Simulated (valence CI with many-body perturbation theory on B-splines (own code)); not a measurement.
**E1 line list for Ne5+**

Level of theory: relativistic CI+MBPT: three valence electrons over a frozen Dirac-Fock core [He], radial functions for each j: 11 s, 11 p, 9 d, 7 f, 5 g, 2 h, 1 i, with the one-electron correlation potential Σ1, the two-electron term Σ2, the three-electron term Σ3, Breit, model QED; selected CI, second order for the rest, scaled by the run's own slope (own B-spline code, finite nucleus).

Against 28 measured levels this calculation errs by 163 cm⁻¹ on average and by 445 at most. These come from a selection out of NIST levels in Podobedova, Fuhr, Reader and Wiese, J. Phys. Chem. Ref. Data 33, 525 (2004). Levels without a partner in it may be off by more. 2 measured levels below the end of the list, from 983000 cm⁻¹ on, found no clear computed partner, and computed levels of the same name lie up to 9623 cm⁻¹ from them.

Lines 201 to 250 of 253 in falling wavelength, among levels below 1027600 cm⁻¹, chosen from the strongest by gf and those to the six lowest levels. Wavelengths and rates use the calculated energies, so an error of 200 cm⁻¹ moves a line at 11.43 nm by 0.023 % and its rate by three times that or more. Electric multipoles are in the length gauge, E1 and E2 with the static RPA response of the core. Weak lines are less certain than strong ones. Lines between different terms over intervals too small for the method are left out, as are lines whose strength nearly cancels. The highest levels of a list are the least certain.

Names give the largest LS component (configuration and term), which can be under half, so a name can repeat, a term be missing and a line seem to break the LS rules; names also repeat where a configuration has a term twice. Letters in brackets count levels of one name in rising energy.

```
λ vac (nm)  λ from measured levels               Upper          Lower   A (s⁻¹)  S (a.u.)
     11.99                          2s2p3d ²F°_5/2 [b]   2s2p² ²D_3/2  5.40e+10  2.76e-01
     11.99                          2s2p3d ²F°_7/2 [b]   2s2p² ²D_5/2  5.65e+10  3.85e-01
     11.99                          2s2p3d ²F°_5/2 [b]   2s2p² ²D_5/2  3.79e+09  1.94e-02
     11.92                          2s2p3s ²P°_3/2 [b]   2s2p² ⁴P_5/2  6.97e+05  2.33e-06
     11.91                          2s2p3s ²P°_1/2 [b]   2s2p² ⁴P_3/2  1.40e+06  2.33e-06
     11.91                          2s2p3s ²P°_3/2 [b]   2s2p² ⁴P_3/2  1.43e+06  4.75e-06
     11.90                          2s2p3s ²P°_1/2 [b]   2s2p² ⁴P_1/2  2.94e+06  4.89e-06
     11.90                          2s2p3s ²P°_3/2 [b]   2s2p² ⁴P_1/2  5.75e+05  1.91e-06
     11.84                          2s2p3d ²F°_5/2 [a]   2s2p² ⁴P_5/2  4.92e+05  2.42e-06
     11.83                          2s2p3d ²F°_7/2 [a]   2s2p² ⁴P_5/2  3.76e+06  2.46e-05
     11.75                              2s2p3d ²P°_3/2   2s2p² ⁴P_5/2  1.15e+06  3.69e-06
     11.74                              2s2p3d ²P°_3/2   2s2p² ⁴P_3/2  4.74e+06  1.52e-05
     11.74                              2s2p3d ²P°_3/2   2s2p² ⁴P_1/2  8.71e+06  2.78e-05
     11.74                              2s2p3d ²P°_1/2   2s2p² ⁴P_3/2  8.40e+05  1.34e-06
     11.73                              2s2p3d ²P°_1/2   2s2p² ⁴P_1/2  2.20e+07  3.51e-05
     11.43                   11.43   2s2p3p ²P_1/2 [a]  2s²2p ²P°_3/2  1.63e+10  2.40e-02
     11.43                   11.42   2s2p3p ²P_3/2 [a]  2s²2p ²P°_3/2  4.24e+10  1.25e-01
     11.42                   11.41   2s2p3p ²P_1/2 [a]  2s²2p ²P°_1/2  3.48e+10  5.11e-02
     11.41                   11.41   2s2p3p ²P_3/2 [a]  2s²2p ²P°_1/2  9.31e+09  2.73e-02
     11.41                               2s2p3p ⁴D_1/2  2s²2p ²P°_3/2  7.54e+08  1.11e-03
     11.41                               2s2p3p ⁴D_3/2  2s²2p ²P°_3/2  1.22e+09  3.58e-03
     11.40                               2s2p3p ⁴D_5/2  2s²2p ²P°_3/2  2.72e+05  1.19e-06
     11.39                               2s2p3p ⁴D_1/2  2s²2p ²P°_1/2  1.62e+09  2.36e-03
     11.39                               2s2p3p ⁴D_3/2  2s²2p ²P°_1/2  2.82e+08  8.24e-04
     11.29                               2s2p3p ⁴S_3/2  2s²2p ²P°_3/2  5.09e+07  1.45e-04
     11.27                               2s2p3p ⁴S_3/2  2s²2p ²P°_1/2  1.22e+07  3.44e-05
     11.20                               2s2p3p ⁴P_1/2  2s²2p ²P°_3/2  3.53e+06  4.90e-06
     11.20                               2s2p3p ⁴P_3/2  2s²2p ²P°_3/2  1.07e+07  2.98e-05
     11.19                               2s2p3p ⁴P_5/2  2s²2p ²P°_3/2  8.46e+07  3.51e-04
     11.19                               2s2p3p ⁴P_1/2  2s²2p ²P°_1/2  9.44e+06  1.30e-05
     11.18                               2s2p3p ⁴P_3/2  2s²2p ²P°_1/2  5.18e+06  1.43e-05
     11.13                   11.13   2s2p3p ²D_3/2 [a]  2s²2p ²P°_3/2  9.62e+09  2.62e-02
     11.12                   11.12   2s2p3p ²D_5/2 [a]  2s²2p ²P°_3/2  5.40e+10  2.20e-01
     11.11                   11.11   2s2p3p ²D_3/2 [a]  2s²2p ²P°_1/2  4.45e+10  1.20e-01
     10.97                          2s2p3d ²F°_7/2 [b]   2s2p² ⁴P_5/2  1.89e+05  9.87e-07
     10.95                   10.95   2s2p3p ²S_1/2 [a]  2s²2p ²P°_3/2  3.37e+10  4.36e-02
     10.93                   10.93   2s2p3p ²S_1/2 [a]  2s²2p ²P°_1/2  1.61e+10  2.07e-02
     10.26                                2s²4s ²S_1/2  2s²2p ²P°_3/2  1.79e+10  1.90e-02
     10.25                                2s²4s ²S_1/2  2s²2p ²P°_1/2  8.58e+09  9.11e-03
     10.15                   10.16   2s2p3p ²D_3/2 [b]  2s²2p ²P°_3/2  1.81e+09  3.74e-03
     10.15                   10.15   2s2p3p ²D_5/2 [b]  2s²2p ²P°_3/2  7.69e+09  2.38e-02
     10.14                   10.14   2s2p3p ²D_3/2 [b]  2s²2p ²P°_1/2  5.72e+09  1.18e-02
     10.13                   10.14   2s2p3p ²P_1/2 [b]  2s²2p ²P°_3/2  6.13e+09  6.29e-03
     10.13                   10.14   2s2p3p ²P_3/2 [b]  2s²2p ²P°_3/2  1.49e+10  3.05e-02
     10.12                   10.13   2s2p3p ²P_1/2 [b]  2s²2p ²P°_1/2  1.20e+10  1.23e-02
     10.12                   10.12   2s2p3p ²P_3/2 [b]  2s²2p ²P°_1/2  3.40e+09  6.96e-03
     9.977                           2s2p3p ²S_1/2 [b]  2s²2p ²P°_3/2  2.00e+09  1.96e-03
     9.964                           2s2p3p ²S_1/2 [b]  2s²2p ²P°_1/2  1.05e+09  1.02e-03
     9.826                                2s²4d ²D_3/2  2s²2p ²P°_3/2  8.37e+09  1.57e-02
     9.825                                2s²4d ²D_5/2  2s²2p ²P°_3/2  5.03e+10  1.41e-01
```
